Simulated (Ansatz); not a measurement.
`CC(=N)CI` + HCl → `CC(=N)Cl` + `CI` at 500 K and 1 bar (substitution at a C–C bond).

Isolated molecules relaxed with PBE0-D4/def2-TZVP in Ansatz; ΔE leaves out vibrations. CCSD(T)/CBS is the MP2 limit (def2-TZVPP, def2-QZVPP) plus CCSD(T) − MP2 in def2-TZVPP, frozen cores. This one scheme is used for every species. Elements past krypton have def2 core potentials. For I outer-core shells are correlated without core-valence functions, which leaves a few kJ/mol of doubt a bond. Each species was taken in one conformer, which may not be the lowest.

| species | CCSD(T)/CBS energy (Eh) | H − E (kJ/mol) | S (J/(mol·K)) |
| --- | --- | --- | --- |
| `CC(=N)CI` | -469.90115 | 272.1 | 405.7 |
| HCl | -460.38127 | 32.5 | 201.9 |
| `CC(=N)Cl` | -592.98219 | 189.5 | 336.5 |
| `CI` | -337.29646 | 117.2 | 279.4 |

H − E and S are ideal-gas, rigid-rotor, harmonic terms from PBE0-D4/def2-TZVP, for one conformer and one mirror image of each species. 1 Eh = 2625.50 kJ/mol, R = 8.31446 J/(mol·K).

Problem. By hand: ΔE, ΔH, ΔS and ΔG.

Solution. ΔE = (-592.98219) + (-337.29646) − (-469.90115) − (-460.38127) = 0.00377 Eh = 9.9 kJ/mol. Δ(H − E) = 189.5 + 117.2 − 272.1 − 32.5 = 2.1, so ΔH = 12.0 kJ/mol. ΔS = 336.5 + 279.4 − 405.7 − 201.9 = 8.3 J/(mol·K). ΔG = 12.0 − 500 × (8.3)/1000 = 7.8 kJ/mol.

Problem. By hand: the equilibrium constant, and the temperature at which ΔG would vanish if ΔH and ΔS stayed fixed.

Solution. log₁₀ K = −ΔG/(RT ln 10) = -0.8. ΔG = 0 at ΔH/ΔS = 1446 K, though so small a ΔS makes that figure unsure.

TΔS isn't small against ΔH here. A doubt of 5 kJ/mol in ΔE shifts log₁₀ K by 0.5 here. Other conformers and mirror images would add mixing entropy, several J/(mol·K) or more a flexible species. These are equilibria of isolated gas molecules and say nothing of rates. Largest T1 diagnostic: 0.012 (customary marks: 0.02 for closed shells, 0.045 for open ones).
